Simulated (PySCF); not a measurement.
This PySCF input asks for the NMR shieldings of `CC(=S)[SiH2]B(F)F`, C$_{2}$H$_{5}$BF$_{2}$SSi; the geometry comes from GFN2-xTB.

```python
import basis_set_exchange as bse
import numpy as np
from pyscf import gto, dft
from pyscf.prop import nmr

atoms = """
C     1.629505    0.385798   -0.631559
C     0.705777   -0.758773   -0.413728
S     0.825764   -2.116915   -1.302990
Si   -0.666145   -0.599804    0.908783
B    -1.986641    0.713238    0.227898
F    -3.256445    0.447052    0.001167
F    -1.674981    1.962222   -0.072084
H     2.291995    0.206719   -1.476130
H     1.060764    1.300994   -0.799779
H     2.229091    0.541232    0.266451
H    -1.186777   -1.944557    1.144897
H     0.029292   -0.137893    2.121045
"""
names = dict.fromkeys(["C", "S", "Si", "B", "F", "H"], "pcSseg-1")
basis = {el: gto.basis.parse(bse.get_basis(n, elements=[el], fmt="nwchem")) for el, n in names.items()}
mol = gto.M(atom=atoms, basis=basis, charge=0, verbose=0)
mf = dft.RKS(mol, xc="PBE0")
mf.grids.level = 2
mf.grids.alignment = dft.numint.BLKSIZE   # the property module wants whole blocks of grid points
mf.conv_tol = 1e-9
mf.kernel()

calc = nmr.RKS(mf)   # GIAO
C = mf.mo_coeff
Co = C[:, mf.mo_occ > 0]
resp = mf.gen_response(singlet=True, hermi=2)
def vind(x):   # induced exchange potential for any number of trial vectors
    d = np.einsum("pi,xij,qj->xpq", C, 2 * x.reshape(-1, C.shape[1], Co.shape[1]), Co, optimize=True)
    return np.einsum("xpq,pi,qj->xij", resp(d - d.transpose(0, 2, 1)), C, Co, optimize=True).ravel()
mo1, _ = nmr.rhf.solve_mo1(calc, with_cphf=vind)
sigma = calc.kernel(mo1)
for i, s in enumerate(sigma):   # ppm
    print("%2d %-2s %9.2f" % (i, mol.atom_pure_symbol(i), np.trace(s) / 3))
```

Question: Give the expected output.

Answer: 
```
 0 C     133.70
 1 C    -133.01
 2 S    -990.34
 3 Si    417.33
 4 B      71.78
 5 F     188.94
 6 F     202.09
 7 H      28.26
 8 H      27.80
 9 H      28.20
10 H      27.45
11 H      26.67
```

These numbers come from an equivalent density-fitted implementation of the same equations, which agrees with the script to about 0.01 ppm for H and up to a few tenths of a ppm for heavy atoms, so last digits may differ.

Size and cost of the density-fitted run: 158 basis functions, 40 s wall time on 1 thread of an Arm Neoverse N1, shared host; peak memory 0.72 GiB.
